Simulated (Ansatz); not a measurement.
Job for Ansatz (a quantum-chemistry and plane-wave program): R-wB97X-V/def2-TZVPP on GeH4OSi (SMILES [OH][Ge][SiH3]), a point of a torsion scan.

Ansatz 0.2 input:
```yaml
crystal:
  periodic: [false, false, false]
  atoms:
    - {symbol: O, position_ang: [2.23208217, -0.11958489, -0.38213815]}
    - {symbol: Ge, position_ang: [0.89174945, -1.20181403, 0.02425309]}
    - {symbol: Si, position_ang: [-0.10061307, 0.09795432, 1.86862122]}
    - {symbol: H, position_ang: [2.46647350, 0.71464516, 0.02052452]}
    - {symbol: H, position_ang: [-0.38484976, 1.50619215, 1.52849682]}
    - {symbol: H, position_ang: [-1.37133584, -0.42726732, 2.38651505]}
    - {symbol: H, position_ang: [0.77320687, 0.20097059, 3.05362718]}
basis:
  gaussian:
    orbitals: def2-TZVPP
hamiltonian:
  xc: {name: wB97X-V}
scf: {lower_state_search: off}
```

The head of its log:

```
WARN ansatz: RAYON_NUM_THREADS=2 ignored (pool sized by the plan → 2); use --threads N
Functional definition: wB97X-V
these checks for a lower state are left out or cut short: stability, starts, cluster_reference, orbital_swaps, neighbouring_geometries, increment
integrals: 0.13 GiB planned
1067 factors; their error is unknown
integrals: 0.16 GiB planned
224 factors; integrals over basis functions are off by at most 1.3e-5 eV
mean field: 1.03 GiB planned
mean field evaluation 1: about -66497.1650 eV, gradient 5.1e1 eV
mean field evaluation 2: about -66492.9161 eV, gradient 7.2e1 eV
```

Problem. Give the final energy of this run.

Solution. -2443.8956 hartree.
